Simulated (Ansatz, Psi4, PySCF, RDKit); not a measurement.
Noncovalent pair: H2O (SMILES O) (first 3 atoms) with CH3F (SMILES CF); geometry from B3LYP-D3(BJ)/def2-TZVP, rigid monomers moved along the line of their centres of mass till H2···F5 is 2.30 Å.
(charge 0, multiplicity 1):
```xyz
8

O      0.0004     0.4835    -0.1392
H      0.2093    -0.1354     0.5728
H     -0.4386    -0.0408    -0.8158
C     -0.2182     0.5463     3.4337
F      0.2400    -0.6283     2.8187
H     -0.5240     1.2406     2.6528
H     -1.0601     0.2865     4.0745
H      0.5984     0.9612     4.0232
```

Interaction energies are E(AB) − E(A) − E(B) at the monomers' geometry in the complex; basis-set methods are counterpoise corrected. Rows marked so take none. RDKit's UFF carries no charges.

Cores are frozen in the correlated methods. CBS: X⁻³ extrapolation of the correlation energy, Hartree–Fock from the larger set. Rows in 3-21G, 6-31G* carry no dispersion term and start afresh at each structure (6-31G* with six Cartesian d functions). MP2/6-31G* freezes PySCF's default core.

Codes used: Ansatz (a program for electronic structure) with Gaussian orbitals; Psi4 for SAPT; PySCF for 3-21G rows, 6-31G* rows, the dispersion terms; RDKit for the force fields. 

```csv
level,interaction energy (meV)
UFF,39.7
HF/3-21G (no counterpoise),-284.5
r2SCAN/def2-TZVPPD,-142.6
r2SCAN-D4/def2-TZVPPD,-149.8
PBE0/def2-TZVPPD,-128.5
wB97M-V/def2-TZVPPD,-144.9
MP2/6-31G* (no counterpoise),?
"MP2/CBS(aug-cc-pVDZ, aug-cc-pVTZ) + ΔCCSD(T)/aug-cc-pVDZ",-148.5
SAPT0/jun-cc-pV(D+d)Z,?
```

### Question
Complete the blanks.

### Answer

- MP2/6-31G* (no counterpoise), interaction energy (meV): -234.9
- SAPT0/jun-cc-pV(D+d)Z, interaction energy (meV): -153.3
